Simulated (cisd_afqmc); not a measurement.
Input (AFQMC/CISD/def2-SVP; cisd_afqmc is a phaseless AFQMC code with CISD trial states that reads the integrals written by Ansatz):

Ansatz 0.2 input:
```python
import cisd_afqmc

open("ham.yaml", "w").write("""\
crystal:
  periodic: [false, false, false]
  atoms:
    - {symbol: I, position_ang: [-2.05663969, -0.19503994, 0.06642575]}
    - {symbol: Si, position_ang: [-0.02262944, 0.95171728, -0.03904892]}
    - {symbol: I, position_ang: [2.06370301, -0.10201938, -0.05423742]}
    - {symbol: H, position_ang: [-0.05754393, 2.42010225, -0.09929670]}
basis:
  gaussian:
    orbitals: def2-SVP
total_charge: 1
magnetization: {spin_polarized: false}
correlation: {method: ccsd, electrons: outside_noble_gas, hamiltonian_folder: ham}
""")
rep = cisd_afqmc.ansatz("ham.yaml")
e_ccsd = rep["correlation"]["coupled_cluster"]["energy"]["hartree"]
out = cisd_afqmc.run("ham", e_ccsd, trial="CISD", walkers=100, populations=8, threads=8, dt=0.005, steps=40, early=36, settle=10, least=32,
    cut=5e-5, rank_cut=2e-4, target=0.0004, seconds=1500, seed=1, memory=17280, gpu=False)
```

Output:

```
orbitals 52, occupied [9], factors 300 of 886, rank of the doubles 171 of 387
E(HF) = -882.500059
E(CCSD) on the cut factors = -882.804179, shift to the whole factors -0.000009
Energy of the trial state on the determinant = -882.804069
  tau behind 10.8 of longer steps, mean of the populations' last blocks
   2.0  -882.81612
   4.0  -882.81589
   6.0  -882.81801
   8.0  -882.81825
  10.0  -882.81840
  12.0  -882.81604
  14.0  -882.81735
  16.0  -882.81685
blocks 724 (0 outliers left out), error by blocks joined: 1: 0.00019, 2: 0.00025, 4: 0.00031, 8: 0.00039, 16: 0.00038
E(AFQMC/CISD) = -882.81697 +/- 0.00039
```
